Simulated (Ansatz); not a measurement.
Reaction (ligand exchange at a Mo–O bond): `[OH][Mo]([OH])(=[S])([Cl])[Cl]` + H–F → `[OH][Mo]([F])(=[S])([Cl])[Cl]` + H₂O

Calculated with Ansatz (gas phase, PBE0-D4/def2-TZVP geometries, no zero-point term in ΔE). CBS: MP2 limit from def2 TZ/QZ plus the TZ coupled-cluster correction, frozen cores. This one scheme is used for every species. DFT in def2-TZVPP. def2 core potentials past Kr. For Mo outer-core shells are correlated without core-valence functions, which leaves a few kJ/mol of doubt a bond. One conformer a species, not always the lowest.

Question: Is it downhill or uphill in electronic energy at CCSD(T)/CBS, and by how much? (Estimate.)

Answer: The calculation gave: Nearly level: ΔE = +1.0 kJ/mol.

Question: What do these levels give: r2SCAN-D4, B97M-V, r2SCANh-D4, BHLYP-D4, ωB97X-V, B2PLYP, PBE, r2SCAN0, BHLYP, RPA@PBE/def2-TZVPP, CCSD(T)/def2-TZVPP, MP2/def2-QZVPP? (Estimate.)

Answer: Ansatz gave: r2SCAN-D4 -12.6, B97M-V -14.8, r2SCANh-D4 -10.6, BHLYP-D4 -7.8, ωB97X-V -9.8, B2PLYP -8.0, PBE -13.4, r2SCAN0 -9.0, BHLYP -11.0, RPA@PBE/def2-TZVPP -1.9, CCSD(T)/def2-TZVPP 2.2, MP2/def2-QZVPP 0.1 kJ/mol.

Largest T1 diagnostic among the species: 0.024, so the coupled-cluster value is less sure than usual.

From r2SCAN to r2SCAN0 (25 % exact exchange), in def2-TZVPP and without D4, ΔE moves by +4.4 kJ/mol. In def2-TZVPP, CCSD(T) changes the Hartree–Fock value by +14.3 kJ/mol (the triples alone add +1.6 kJ/mol) and MP2 by +13.8 kJ/mol.
